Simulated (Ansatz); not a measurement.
`N[SiH]1CS1` + H₂ → `C1[SiH2]S1` + NH₃ at 600 K and 1 bar (hydrogenolysis of the Si–N bond).

Isolated molecules relaxed with PBE0-D4/def2-TZVP in Ansatz; ΔE leaves out vibrations. CCSD(T)/CBS adds triple-zeta CCSD(T) − MP2 to the extrapolated MP2 energy (def2 sets, frozen cores). This one scheme is used for every species. Each species was taken in one conformer, which may not be the lowest.

| species | CCSD(T)/CBS energy (Eh) | H − E (kJ/mol) | S (J/(mol·K)) |
| --- | --- | --- | --- |
| `N[SiH]1CS1` | -782.65285 | 219.0 | 395.8 |
| H₂ | -1.17544 | 43.9 | 150.8 |
| `C1[SiH2]S1` | -727.30403 | 157.3 | 336.9 |
| NH₃ | -56.50880 | 112.4 | 219.5 |

H − E and S are ideal-gas, rigid-rotor, harmonic terms from PBE0-D4/def2-TZVP, for one conformer and one mirror image of each species. The MP2-based limit puts H₂ 0.8 mEh under its directly extrapolated value; such offsets cancel only in part. 1 Eh = 2625.50 kJ/mol, R = 8.31446 J/(mol·K).

Task: By hand: ΔE, ΔH, ΔS and ΔG.

Result: ΔE = (-727.30403) + (-56.50880) − (-782.65285) − (-1.17544) = 0.01546 Eh = 40.6 kJ/mol. Δ(H − E) = 157.3 + 112.4 − 219.0 − 43.9 = 6.8, so ΔH = 47.4 kJ/mol. ΔS = 336.9 + 219.5 − 395.8 − 150.8 = 9.8 J/(mol·K). ΔG = 47.4 − 600 × (9.8)/1000 = 41.5 kJ/mol.

Task: By hand: the equilibrium constant, and the temperature at which ΔG would vanish if ΔH and ΔS stayed fixed.

Result: log₁₀ K = −ΔG/(RT ln 10) = -3.6. ΔG = 0 at ΔH/ΔS = 4837 K, far beyond where these terms or the molecules hold.

The number of gas molecules stays the same, so ΔS is small and ΔH decides. A doubt of 5 kJ/mol in ΔE shifts log₁₀ K by 0.4 here. Other conformers and mirror images would add mixing entropy, several J/(mol·K) or more a flexible species. These are equilibria of isolated gas molecules and say nothing of rates. Largest T1 diagnostic: 0.012 (customary marks: 0.02 for closed shells, 0.045 for open ones).
